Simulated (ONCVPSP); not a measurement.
## Before and after: ONCV potential for Si

* Element: Si (Z = 14)
* Generator: ONCVPSP 4.0.1
* Type: optimised norm-conserving Vanderbilt (ONCV)
* Functional: PBE
* Relativity: scalar-relativistic
* Frozen core: [Ne]
* Valence charge: 4
* Reference configuration: 3s2 3p2
* Partial waves: 3s: rc 2.00 bohr, ncon 5, nbas 8, qcut 3.2 1/bohr, 3 projectors, debl 3.7 Ha; 3p: rc 2.40 bohr, ncon 4, nbas 7, qcut 4.1 1/bohr, 2 projectors, debl 0.5 Ha; d scattering state at 0.06 Ha: rc 1.95 bohr, ncon 3, nbas 7, qcut 5.4 1/bohr, 2 projectors, debl 0.5 Ha
* Local potential: polynomial inside 1.55 bohr (lpopt 5, dvloc0 2 Ha)
* Core correction: Teter function fitted to the true core (icmod 2), fcfact 0.6

Change: all radii but the core radius scaled by about 1.27 (s 2.54, p 3.06, d 2.48 bohr); local potential polynomial inside 1.98 bohr (lpopt 5, dvloc0 2 Ha).

Cutoffs: the cutoffs (Ha) at which the residual kinetic energy of the hardest occupied pseudo-wave falls to 1 and 0.1 mHa per electron; they do not see the model core or the augmentation charge, which bear on the density cutoff. Errors are all-electron minus pseudo energies relative to the spin-unpolarised reference configuration.

Task: Predict the effect on cutoff, ghosts and configuration errors.

Result: The potential gets softer (17 Ha and 36 Ha → 5.9 Ha and 22 Ha); of the 4 tests that both files solve, the error grows in 1 and shrinks in 2 by more than 15 % and 0.3 meV (median size 3.9 → 0.6 meV); neither file shows a bound ghost. A larger radius leaves more room for a smooth pseudo-wave, so fewer plane waves are needed.

| quantity | base | changed |
| --- | --- | --- |
| cutoff, loose | 17 Ha | 5.9 Ha |
| cutoff, tight | 36 Ha | 22 Ha |
| loose cutoff by channel | s 17 Ha, p 3.1 Ha | s 5.9 Ha, p 3.3 Ha |
| bound ghosts | none | none |
| GHOST(+) flags under 300 eV | none | none |
| error for 3s2 3p1, meV [ΔE 7.74 eV] | +0.1 | -0.9 |
| error for 3s2 3p0, meV [ΔE 23.73 eV] | +7.7 | +0.4 |
| error for 3s1 3p0, meV [ΔE 57.70 eV] | +65 | -18 |
| error for 3s2 3p1.5, meV [ΔE 2.92 eV] | -0.1 | -0.3 |
| rms error of d²Exc/dni dnj with the model core, mHa | 0.97 | 0.39 |

Changed file: The cutoffs count occupied waves only; projector 2 of the s channel, the hardest unoccupied one, needs 29 Ha at the loose tolerance.
